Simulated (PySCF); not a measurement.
## SeH₄: fields on a plane

Computed with TPSS/[Se def2-TZVP, H def2-TZVP], no relativity, density fitting, PySCF.

The singlet minimum has Se–H 1.478 Å (×2), Se–H 1.694 Å (×2); H–Se–H 84.3° (×4), H–Se–H 106.1°, H–Se–H 161.0°.

The plane holds Se1 at (0.00, 0.00), H2 at (1.69, 0.00), H3 at (-1.60, 0.55) Å. Columns run from x = -3.75 to 4.05 Å, rows from y = 2.85 (top) to -1.95 Å, in steps of 0.3 Å. Other isomers or separated fragments may lie lower.

Problem. Give the lowest empty orbital (Å^-3/2) at -1.13 eV (cut at ±0.3; overall sign arbitrary). Every second row and column.

Solution. 
```
 0.00  0.00 -0.01 -0.01 -0.02 -0.02 -0.03 -0.03 -0.02 -0.01 -0.01  0.00  0.00  0.00
 0.00 -0.01 -0.02 -0.03 -0.03 -0.03 -0.03 -0.03 -0.03 -0.03 -0.02 -0.01  0.00  0.00
-0.01 -0.02 -0.04 -0.05 -0.04  0.01  0.04  0.02 -0.01 -0.03 -0.03 -0.02 -0.01  0.00
-0.01 -0.03 -0.06 -0.08 -0.02  0.14  0.29  0.24  0.08 -0.02 -0.05 -0.03 -0.02 -0.01
-0.02 -0.04 -0.07 -0.11 -0.02  0.27  0.26  0.30  0.18 -0.04 -0.07 -0.05 -0.02 -0.01
-0.01 -0.03 -0.06 -0.08 -0.02  0.12 -0.09  0.12  0.11 -0.10 -0.10 -0.06 -0.03 -0.01
-0.01 -0.03 -0.05 -0.07 -0.06 -0.05 -0.05 -0.01 -0.02 -0.08 -0.08 -0.05 -0.02 -0.01
-0.01 -0.02 -0.04 -0.06 -0.07 -0.09 -0.09 -0.08 -0.07 -0.07 -0.05 -0.03 -0.02 -0.01
 0.00 -0.01 -0.02 -0.04 -0.06 -0.07 -0.08 -0.08 -0.06 -0.05 -0.03 -0.02 -0.01  0.00
```

Problem. Give the electron localisation function (set to 0 where the density is under 0.005 e/Å³). Lower edges of the bins: '0' 0.000, '1' 0.100, '2' 0.200, '3' 0.300, '4' 0.400, '5' 0.500, '6' 0.600, '7' 0.700, '8' 0.800, '9' 0.900; top 1.00.

Solution. 
```
000000000000000000000000000
000000000000000000000000000
000000321000000000000000000
000068873100010000000000000
000799997311121100012000000
000999999622333211256600000
007999999843454323799980000
008999999963223447999997000
008999999951441479999998000
008999999834554289999999000
006999997634554389999999000
000788754661341579999998000
000033212687446657999997000
000000002689998633799980000
000000001689998411257700000
000000001589987300010000000
000000000268874100000000000
```
